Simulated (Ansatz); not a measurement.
Geometry optimisation, DFT PBE, scalar-relativistic, plane waves, PAW (Ansatz 0.2.0).

The input (input.yaml):

```yaml
crystal:
  lattice:
    - [5.048742, 0.0, 0.0]
    - [0.0, 5.048742, 0.0]
    - [0.0, 0.0, 17.135561]
  atoms:
    - { symbol: H, position: [0.4277868, 0.0, 0.0583582] }
    - { symbol: H, position: [0.0722132, 0.0, 0.0583582] }
    - { symbol: H, position: [0.9277868, 0.0, 0.0583582] }
    - { symbol: H, position: [0.5722132, 0.0, 0.0583582] }
    - { symbol: H, position: [0.4277868, 0.5, 0.0583582] }
    - { symbol: H, position: [0.0722132, 0.5, 0.0583582] }
    - { symbol: H, position: [0.9277868, 0.5, 0.0583582] }
    - { symbol: H, position: [0.5722132, 0.5, 0.0583582] }
    - { symbol: C, position: [0.25, 0.0, 0.0953981] }
    - { symbol: C, position: [0.75, 0.0, 0.0953981] }
    - { symbol: C, position: [0.25, 0.5, 0.0953981] }
    - { symbol: C, position: [0.75, 0.5, 0.0953981] }
    - { symbol: C, position: [0.25, 0.25, 0.1474828] }
    - { symbol: C, position: [0.75, 0.25, 0.1474828] }
    - { symbol: C, position: [0.25, 0.75, 0.1474828] }
    - { symbol: C, position: [0.75, 0.75, 0.1474828] }
    - { symbol: C, position: [0.0, 0.25, 0.1995674] }
    - { symbol: C, position: [0.5, 0.25, 0.1995674] }
    - { symbol: C, position: [0.0, 0.75, 0.1995674] }
    - { symbol: C, position: [0.5, 0.75, 0.1995674] }
    - { symbol: C, position: [0.0, 0.0, 0.2516521] }
    - { symbol: C, position: [0.5, 0.0, 0.2516521] }
    - { symbol: C, position: [0.0, 0.5, 0.2516521] }
    - { symbol: C, position: [0.5, 0.5, 0.2516521] }
    - { symbol: C, position: [0.25, 0.0969069, 0.297901] }
    - { symbol: C, position: [0.75, 0.0969069, 0.297901] }
    - { symbol: C, position: [0.25, 0.4030931, 0.297901] }
    - { symbol: C, position: [0.75, 0.4030931, 0.297901] }
    - { symbol: H, position: [0.75, 0.0208818, 0.3580601] }
    - { symbol: H, position: [0.25, 0.4791182, 0.3580601] }
    - { symbol: H, position: [0.75, 0.4791182, 0.3580601] }
    - { symbol: H, position: [0.919303, 0.2922147, 0.3399691] }
basis:
  ecutwfc: 420.0
kpoints:
  mp_grid: { grid: [2, 2, 1] }
hamiltonian:
  xc: pbe
  pseudopotentials: { kind: paw, azcp: { folder: soft_1 } }
scf:
  occupations: { method: gaussian, width: 0.05 }
  lower_state_search: "off"
relax:
  f_tol: 0.03
  max_steps: 60
  adjacent_minimum: "off"
  constraints: [{ sites: [0, 1, 2, 3, 4, 5, 6, 7, 8, 9, 10, 11, 12, 13, 14, 15] }]
```

Launched with:

```bash
$ ansatz run input.yaml --threads 1 --pin off --max-ram 3072MiB --backend cpu --events-out ev --progress --plain --runs-dir out
```

Question: Where does it end, and by what steps?

Answer: The forces met the threshold. The force dipped under the threshold on the way, but the program's further checks kept it going. Limits of this set-up: coarse k mesh, thin slab, slab without dipole correction, open-shell adsorbate without spin. After 14 steps the energy has fallen by 7.977 eV; H32 moved furthest, 2.23 Å. Joined: C25–H32 (2.07 → 1.10 Å).

```csv
step,energy less start (eV),largest force component (eV/Å),accepted
0,0.0000,4.448,yes
1,-1.7168,2.087,yes
2,-2.1168,0.757,yes
3,-2.4414,1.612,yes
4,-3.0602,2.710,yes
5,-3.9164,3.530,yes
6,-4.9082,3.852,yes
7,-5.8326,3.239,yes
8,-6.5164,2.057,yes
9,-7.0592,1.661,yes
10,-7.4914,1.246,yes
11,-7.7856,0.793,yes
12,-7.9482,0.319,yes
13,-7.9771,0.011,yes
14,-7.9771,0.012,yes
```

```xyz
32
Lattice="5.0487 0.0000 0.0000 0.0000 5.0487 0.0000 0.0000 0.0000 17.1356" Properties=species:S:1:pos:R:3
H 2.160 0.000 1.000
H 0.365 0.000 1.000
H 4.684 0.000 1.000
H 2.889 0.000 1.000
H 2.160 2.524 1.000
H 0.365 2.524 1.000
H 4.684 2.524 1.000
H 2.889 2.524 1.000
C 1.262 0.000 1.635
C 3.787 0.000 1.635
C 1.262 2.524 1.635
C 3.787 2.524 1.635
C 1.262 1.262 2.527
C 3.787 1.262 2.527
C 1.262 3.787 2.527
C 3.787 3.787 2.527
C 0.000 1.262 3.355
C 2.524 1.262 3.355
C 0.000 3.787 3.489
C 2.524 3.787 3.489
C 0.000 0.084 4.327
C 2.524 0.084 4.328
C 0.000 2.441 4.327
C 2.525 2.441 4.327
C 1.262 0.447 5.139
C 3.787 0.446 5.138
C 1.262 2.080 5.138
C 3.787 2.079 5.138
H 3.788 0.021 6.153
H 1.263 2.505 6.153
H 3.787 2.504 6.153
H 6.308 0.024 6.154
```

Time of the run: 86 s on 1 thread of Arm Neoverse V1, on a shared host, peak memory 0.58 GiB.
